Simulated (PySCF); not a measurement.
# How methods differ on the excitation energy of Rb

Rb [Kr] 5s1 (2S) → Rb [Kr] 5p1 (2P), as a difference of total energies. Computed with PySCF 2.14 in def2-QZVPPD with the def2 core potential (28 electrons), with a scalar-relativistic core potential. Correlated levels: valence and next inner shell: nothing frozen outside the core potential. The calculations carry no spin-orbit coupling.

```
                                method  excitation energy (eV)  error (eV)
                                   UHF                   1.348      -0.231
    MP2 (valence and next inner shell)                   1.545      -0.034
SCS-MP2 (valence and next inner shell)                   1.504      -0.075
   CCSD (valence and next inner shell)                   1.541      -0.038
CCSD(T) (valence and next inner shell)                   1.555      -0.024
```

Reference: 1.579 eV (measured; NIST levels, between the centres of gravity of the two terms).

Errors of the correlated levels include the incompleteness of this basis.
